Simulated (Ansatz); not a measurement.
`BrB1CC1Br`, relaxed with RKS PBE-D4/def2-SVP in Ansatz 0.2.0 from a rough embedded geometry. The force threshold is 0.03 eV/Å; the program also tests the step.

Total charge 0; spin multiplicity 1.

Start:

```xyz
8

Br    0.286    1.410    2.574
B     0.130    0.505    0.845
C    -0.321    0.443   -0.672
C     0.371   -0.730   -0.249
Br   -0.708   -2.264    0.217
H     0.248    1.128   -1.346
H    -1.437    0.352   -0.852
H     1.433   -0.845   -0.517
```

Question: How much energy does the relaxation release, and in how many steps? (An estimate is asked.)

Answer: Computed: 16.01 kcal/mol, in 5 steps.

Question: Which bonds change most? (Estimate.)

Answer: Ansatz gave: B2–C4 from 1.667 to 1.534 Å; C3–C4 from 1.426 to 1.556 Å; Br1–B2 from 1.958 to 1.875 Å; B2–C3 from 1.584 to 1.533 Å.

Question: Give the relaxed structure. (An estimate is asked.)

Answer: Ansatz gave: 
```xyz
8

Br    0.201    1.287    2.515
B     0.163    0.524    0.803
C    -0.335    0.554   -0.647
C     0.412   -0.695   -0.095
Br   -0.608   -2.307    0.271
H     0.205    1.093   -1.447
H    -1.421    0.487   -0.843
H     1.382   -0.943   -0.556
```
